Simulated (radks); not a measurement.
Excited configurations of neutral hydrogen: one electron is placed in a higher orbital outside the bare nucleus. The ground configuration is 1s1. All-electron calculation, scalar-relativistic Kohn-Sham, PBEsol, spin-unpolarised, spherical densities, point nucleus; without spin polarisation the odd electron is poorly described. Program: a radial shooting solver on a logarithmic mesh with Libxc functionals. Excitation = E - E(ground); binding = E(ion) - E, where the ion is the core of charge +1; n* = 1/sqrt(2 binding) in atomic units, and the quantum defect is n - n*.

| outer orbital | excitation (eV) | binding (eV) | n* | quantum defect | <r> (bohr) |
|---|---|---|---|---|---|
| 2p | 9.037 | 3.206 | 2.060 | -0.060 | 5.295 |
| 3s | 10.632 | 1.611 | 2.906 | 0.094 | 12.98 |
| 3p | 10.654 | 1.588 | 2.927 | 0.073 | 12.20 |
| 4s | 11.297 | 0.946 | 3.793 | 0.207 | 22.79 |
| 4d | 11.314 | 0.928 | 3.829 | 0.171 | 20.29 |
| 5d | 11.621 | 0.621 | 4.681 | 0.319 | 32.70 |
| 7d | 11.909 | 0.333 | 6.389 | 0.611 | 66.58 |

The Delta-SCF ionisation energy is 12.242 eV (NIST Atomic Spectra Database: 13.598 eV, theoretical). Self-interaction in the functional shifts the binding energies and quantum defects, so they are the method's values and not measured ones. Spin polarisation and multiplet splitting are left out, so open shells lie too high by an amount that depends on their filling.
